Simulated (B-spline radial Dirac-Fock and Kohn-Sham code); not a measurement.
Electron momentum distribution of Te⁴⁹⁺: Compton profiles

System: Te⁴⁹⁺ in the configuration [He] 2s1.

Input of the calculation (task.json; shells as n, l, electrons):

```json
{"items": [{
  "Z": 52,
  "q": 49,
  "cfg": [[1, 0, 2], [2, 0, 1]],
  "A": 130,
  "rrms": 4.7423,
  "do": ["scatter"],
  "s": [0.0, 0.09, 0.11, 0.13, 0.16, 0.2, 0.25, 0.3, 0.38, 0.46, 0.57, 0.7, 0.87, 1.07, 1.32, 1.63, 2.0, 2.47, 3.05, 3.75, 4.63, 5.71, 7.03],
  "pz": [0, 0.1, 0.14, 0.2, 0.28, 0.39, 0.56, 0.78, 1.1, 1.6, 2.2, 3.1, 4.3, 6.1, 8.6, 12.0, 17.0, 24.0, 34.0, 48.0, 68.0],
  "hv_scatter": [1000, 2000, 20000, 30000, 50000, 100000, 500000, 1000000]
}]}
```

Run with: `python xray_run.py task.json out`

Method: the impulse approximation on Dirac-Fock orbitals of the configuration average with a finite nucleus. Computed with a radial finite-basis atomic code. pz is in atomic units of momentum; subshell profiles are per electron, for a selection of subshells; open shells are spread over both j values by their weights.

```
 pz   J total   J 1s1/2   J 2s1/2
4.3   0.07247    0.0152    0.0421
6.1   0.06438    0.0149    0.0346
8.6   0.05240    0.0143    0.0237
 12   0.03869    0.0134    0.0120
 17   0.02684    0.0116   0.00359
 24   0.01949   0.00899   0.00150
 34   0.01280   0.00572   0.00136
 48  0.006304   0.00279  0.000722
 68  0.002215  0.000996  0.000224
```

**Question.** What is the peak value J(0), and which subshell contributes most to it?

**Answer.** J(0) = 0.08223. The 2s1/2 subshell gives the largest part, 62 %.

Mean momentum ⟨p⟩ by subshell (a.u.): 1s1/2 48.3, 2s1/2 18.5.
